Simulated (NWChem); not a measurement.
Molecule: CH4BClO2; SMILES O(C)B(O)Cl

```xyz
9

B      0.2046     0.0570    -0.0001
Cl    -0.3426     1.7509     0.0001
O      1.5281    -0.2334    -0.0001
H      2.0817     0.5529    -0.0003
O     -0.7366    -0.8978    -0.0005
C     -0.4240    -2.2708     0.0003
H     -0.8590    -2.7396     0.8963
H     -0.8716    -2.7429    -0.8876
H      0.6619    -2.4467    -0.0068
```
Atoms are numbered in this order, from 1.

All runs use the structure optimised with PBE0/def2-SVP.

List the 4 lowest vertical singlet excitations from LRC-wPBEh/def2-SVP, full TDDFT (NWChem).


```tsv
state	energy (eV)	oscillator strength	leading excitation (squared amplitude)
S1	8.71	0.000	HOMO−1 → LUMO (0.99)
S2	9.16	0.216	HOMO → LUMO (0.85)
S3	9.23	0.018	HOMO → LUMO+1 (0.63)
S4	9.27	0.005	HOMO−3 → LUMO (0.97)
```
